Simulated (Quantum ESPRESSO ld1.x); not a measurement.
Results of a calculation; reference values are marked as such.
Initial-state core-level shifts of the holmium ion Ho+ when its valence configuration changes from [Xe] 4f11 6s1. Level of theory: Dirac Kohn-Sham, PBEsol, spin-unpolarised, spherical densities, point nucleus; open shells fill j = l - 1/2 first (ld1.x of Quantum ESPRESSO 7.5). Shifts are changes of the shell-averaged eigenvalues in eV (positive: less bound).

| valence | 2p | 3s | 4s | 4d |
|---|---|---|---|---|
| 4f10 5d1 6s1 | -6.793 | -7.676 | -7.397 | -7.024 |
| 4f10 6s2 | -9.193 | -10.017 | -9.752 | -9.407 |
| 4f10 6s1 6p1 | -10.344 | -11.161 | -10.902 | -10.559 |
| 4f9 5d2 6s1 | -14.583 | -16.605 | -15.789 | -14.909 |
| 4f11 6p1 | -1.180 | -1.161 | -1.173 | -1.181 |
| 4f11 6s0.5 6p0.5 | -0.594 | -0.585 | -0.590 | -0.594 |
| 4f11.5 6s0.5 | +3.672 | +3.975 | +3.933 | +3.821 |
| 4f11 5d0.5 6s0.5 | +0.896 | +0.869 | +0.883 | +0.900 |
| 4f12 | +6.383 | +6.905 | +6.862 | +6.680 |
